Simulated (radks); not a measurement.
The numbers below are computed, except where a source is named.
Problem. Valence configurations of Ti (all share [Ar]). Level of theory: scalar-relativistic Kohn-Sham, BLYP, spin-unpolarised, spherical densities, point nucleus (a radial shooting solver on a logarithmic mesh with Libxc functionals). Order these by energy: 3d1.5 4s0.5 4p2; 3d1 4s2 4p1; 3d2 4s1 4p1; 3d2 4s2; 3d3 4s1; 3d1.5 4p2.5; 3d1.5 4s1 4p1.5; 3d0.5 4s1 4p2.5; 3d4; 3d1.5 4s2 4p0.5.

Solution. From the lowest, in eV above it: 3d2 4s2 0.000; 3d3 4s1 1.114; 3d1.5 4s2 4p0.5 1.852; 3d2 4s1 4p1 3.102; 3d4 3.347; 3d1 4s2 4p1 4.718; 3d1.5 4s1 4p1.5 5.291; 3d1.5 4s0.5 4p2 7.077; 3d1.5 4p2.5 8.903; 3d0.5 4s1 4p2.5 12.834. NIST lists [Ar] 3d2 4s2 as the ground configuration; this level of theory agrees among the configurations tried. The energies are those of spherical spin-averaged densities, not of single terms.
